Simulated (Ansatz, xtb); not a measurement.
Two isomers of C3H8GeSi

We compare X, `C#C[C@@H]([SiH3])[GeH3]`, a singlet, with Y, `[SiH3]CC#[C][GeH3]`, a singlet. Both are isolated molecules in the gas phase, relaxed with PBE0-D3(BJ)/def2-SVP.

X (Å):

| atom | x (Å) | y (Å) | z (Å) |
| --- | --- | --- | --- |
| C | -1.4621 | -0.1372 | -3.1663 |
| C | -1.2079 | 0.0369 | -1.9924 |
| C | -0.8525 | 0.2202 | -0.6037 |
| Ge | 0.5734 | 1.5885 | -0.4453 |
| Si | -0.3381 | -1.4324 | 0.1788 |
| H | -1.6969 | -0.2883 | -4.2031 |
| H | -1.7163 | 0.6033 | -0.0313 |
| H | -0.0308 | -1.2120 | 1.6256 |
| H | -1.4448 | -2.4260 | 0.0541 |
| H | 0.8809 | -1.9510 | -0.5083 |
| H | 1.8267 | 1.0844 | -1.1780 |
| H | 0.0770 | 2.8980 | -1.0783 |
| H | 0.8901 | 1.8081 | 1.0463 |

Y (Å):

```xyz
13

C    -0.6060   -1.5450   -0.6363
C     0.0699   -0.3291   -1.0369
C     0.5978    0.7245   -1.3505
Ge    1.4367    2.3477   -1.8476
Si   -2.2257   -1.1681    0.2881
H    -3.1415   -0.3967   -0.6014
H    -1.9284   -0.3733    1.5148
H    -2.8762   -2.4575    0.6751
H    -0.8419   -2.1692   -1.5154
H     0.0391   -2.1524    0.0217
H     1.8436    3.1154   -0.5798
H     0.4538    3.1943   -2.6718
H     2.6859    2.0415   -2.6893
```

Q: Estimate which is lower in electronic energy at CCSD(T)/def2-SVP + ΔMP2/def2-TZVPP, and by roughly how much.

A: The CCSD(T)/def2-SVP + ΔMP2/def2-TZVPP calculation puts structure Y lower, by 0.278 eV.

The same difference at several levels:

```
                             level              geometry  E(Y) − E(X) (eV)  departure from the last row (eV)  job, with rough time for the two
                          GFN2-xTB              GFN2-xTB              −0.348                            −0.070              optimisation, 0.12 s
                         HF/STO-3G              GFN2-xTB              −0.771                            −0.493              single point, 0.64 s
                r2SCAN-D4/def2-SVP              GFN2-xTB              −0.318                            −0.040               single point, 5.7 s
              PBE0-D3(BJ)/def2-SVP  PBE0-D3(BJ)/def2-SVP              −0.276                            +0.002                optimisation, 66 s
                       HF/def2-SVP  PBE0-D3(BJ)/def2-SVP              −0.421                            −0.143           part of the CCSD(T) run
                      MP2/def2-SVP  PBE0-D3(BJ)/def2-SVP              −0.281                            −0.003           part of the CCSD(T) run
                  CCSD(T)/def2-SVP  PBE0-D3(BJ)/def2-SVP              −0.298                            −0.020                      single point
CCSD(T)/def2-SVP + ΔMP2/def2-TZVPP  PBE0-D3(BJ)/def2-SVP              −0.278                                                  single point, 90 s
```

As drawn, both hold the same kinds of bond in the same numbers.

None of the levels shown reverses the order. The largest departure from CCSD(T)/def2-SVP + ΔMP2/def2-TZVPP is that of HF/STO-3G, 0.493 eV. A small imaginary or near-zero mode remains, so no thermal terms are given. The last row adds to CCSD(T) the change of the MP2 difference between the two basis sets, here +0.020 eV.

The correlated steps freeze 17 core orbitals; the filled d shell of Ge is correlated, in a basis made for valence electrons. Programs: Ansatz 0.2.0, xtb 6.7.1; the last row on 2 threads of Arm Neoverse V2 on a shared host.
